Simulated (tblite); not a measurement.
Cl4Fe (SMILES [Cl][Fe-]([Cl])([Cl])[Cl]), charge -1, sextet, at a GFN2-xTB geometry (such geometries of metal compounds can be far from the true shape); GFN1-xTB in tblite.

The tblite input:
```
$ tblite run mol.xyz --method gfn1 --charge -1 --spin 5 --efield 0,0,0.1 --json tblite.json --no-restart

# file mol.xyz
5

Fe    -0.00000000    -0.00000000    -0.00000000
Cl     1.71855113    -0.56358205    -1.20848796
Cl     0.65566275     0.46239914     2.02182572
Cl    -0.95592471     1.74942799    -0.87016982
Cl    -1.41828916    -1.64824508     0.05683206
```

It wrote (shortened):

```
xTB calculator
 | screened Coulomb repulsion
 | Coulomb electrostatics
 |  * isotropic Klopman-Ohno-Mataga-Nishimoto electrostatics
 |  * onsite third-order electrostatics
 | DFT-D3(BJ) dispersion correction
 | Interactions (1)
 | [1] electric field

halogen bonding energy    0.0000000000000E+00 Eh
repulsion energy          1.1475481620267E-02 Eh
dispersion energy        -3.2658354482055E-03 Eh
interaction energy        0.0000000000000E+00 Eh
number of electrons       3.7000000000000E+01 e
integral cutoff           3.7349097962799E+01 bohr

------------------------------------------------------------
  cycle        total energy    energy error   density error
------------------------------------------------------------
      1     -17.74412636715  -1.7752336E+01   5.3513102E-01
      2     -8.296166265669   9.4479601E+00   1.2052528E+00
      3     -20.31598754385  -1.2019821E+01   2.2237018E-01
      4     -18.07843822593   2.2375493E+00   5.2965377E-01
      5     -18.05275591654   2.5682309E-02   5.3288589E-01
      6     -19.29577551043  -1.2430196E+00   3.4320809E-01
      7     -20.17507402355  -8.7929851E-01   1.5344106E-01
      8     -20.28722495694  -1.1215093E-01   8.4939567E-02
      9     -20.31541375385  -2.8188797E-02   5.5984238E-02
     10     -20.33815192365  -2.2738170E-02   1.0563914E-02
     11     -20.33779868777   3.5323588E-04   1.1754872E-02
     12     -20.33880550988  -1.0068221E-03   4.0964209E-03
     13     -20.33884636034  -4.0850458E-05   2.3304662E-03
     14     -20.33884996508  -3.6047432E-06   8.4592244E-04
     15     -20.33885108842  -1.1233386E-06   1.9610152E-04
     16     -20.33885108303   5.3895448E-09   1.3154017E-04
     17     -20.33885107736   5.6666103E-09   1.0076647E-04
     18     -20.33885114325  -6.5881601E-08   3.1281313E-05
     19     -20.33885114954  -6.2900334E-09   5.7973329E-06
------------------------------------------------------------

electronic energy        -2.0347060795708E+01 Eh
total energy             -2.0338851149535E+01 Eh

Post processing:
 | Mayer-Wiberg bond orders

[Info] JSON dump of results written to 'tblite.json'
```
